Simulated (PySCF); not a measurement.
**Structure elucidation problem**

Molecular formula: C₃H₉NOSi. Simulated spectra:

1H NMR (600 MHz, computed): δ 4.49 (s, 3H), 2.96 (s, 3H), 2.12 (s, 3H).

13C{1H} NMR (computed): δ 182.4 (C), 32.8 (CH3), 20.5 (CH3).

[PySCF 2.14: shielding tensors at PBE0/pcSseg-1 (GIAO); geometry from GFN2-xTB; relativity neglected; no solvent; one computed conformer; fast rotation and ring inversion assumed for equivalent nuclei]

References, each an isolated molecule treated in the same way: TMS for 1H (σ = 31.72 ppm), 13C (σ = 186.93 ppm).

Question: Which of these isomers gave the spectra?
A. C[SiH2]NC(C)=O
B. CN(C)[SiH2]C=O
C. C/N=C/CO[SiH3]
D. CC(=O)N(C)[SiH3]

Answer: D. 

Rings plus π bonds: 1 (no ring in the answer). 3 carbon signals for 3 carbons: no two carbons are equivalent. Carbon types of the structure: 1 × C, 2 × CH3, leaving 3 H on heteroatoms. δC 182.4: amide carbonyl carbon; it is a carbonyl in resonance with an O or N lone pair, the region of acids, esters and amides. δC 32.8: methyl carbon bonded to N; the inductive effect lowers its shielding. δC 20.5: methyl carbon α to a carbonyl; the adjacent C=O deshields it moderately. δH 2.96: hydrogen on a methyl carbon bonded to N; its carbon carries N, hence the downfield position. δH 2.12: hydrogen on a methyl carbon α to a carbonyl; α to C=O.

The others: C/N=C/CO[SiH3] would give 4 signals for carbon-bound and other non-exchanging H, not 3; C[SiH2]NC(C)=O has carbons computed at 177.6, 24.7, -4.1; CN(C)[SiH2]C=O would give 2 carbon signals, not 3.

Shifts are as computed. Against solution values, carbons near 30 ppm lie about +3 ppm off and those near 130 ppm about +5 ppm. Of 1211 compounds with measured shifts, 218 miss one by over three times the rms of a fit or turn the order of signals round; such compounds aren't used in these exercises. Multiplicities follow the n + 1 count of equivalent neighbours, as no J values were calculated; m marks all less simple cases, F and P coupling included.
